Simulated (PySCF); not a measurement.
Compound: [SnMe3]-, C3H9Sn (charge -1).
Bonds: Sn1–C2, Sn1–C6, Sn1–C10. Hydrogens: H3, H4, H5 on C2; H7, H8, H9 on C6; H11, H12, H13 on C10.

Method used: PBE0-D3(BJ)/def2-SVP geometry optimisation, gas phase, def2 core potentials past Kr in PySCF 2.14.0.

**Question.** Give the optimised bond lengths and angles.

**Answer.** 
```csv
bond,length (Å)
"Sn1–C2, Sn1–C6, Sn1–C10",2.262
C2–H3 and 8 like bonds,1.105
```

Bonds in one row agree within 0.01 Å and their mean is given. A selection of angles:
```csv
angle,degrees
C2–Sn1–C6,92.6
C6–Sn1–C10,92.3
Sn1–C2–H3,111.4
Sn1–C2–H4,110.2
H3–C2–H4,108.3
```

All 3 C–Sn bonds measure 2.262 Å. Sn1 (tin bonded to 3 C) is pyramidal (angles 92.6°, 92.6° and 92.3°, sum 277.5°, 1.25 Å off the plane of its three neighbours).

Point group: near C3v, missed by 0.13 Å at most; the miss may be what the optimiser left on a soft mode (C3 holds within 0.08 Å). Stationary, but not proved a minimum. The geometry's basis has no diffuse functions, a weakness for an anion.
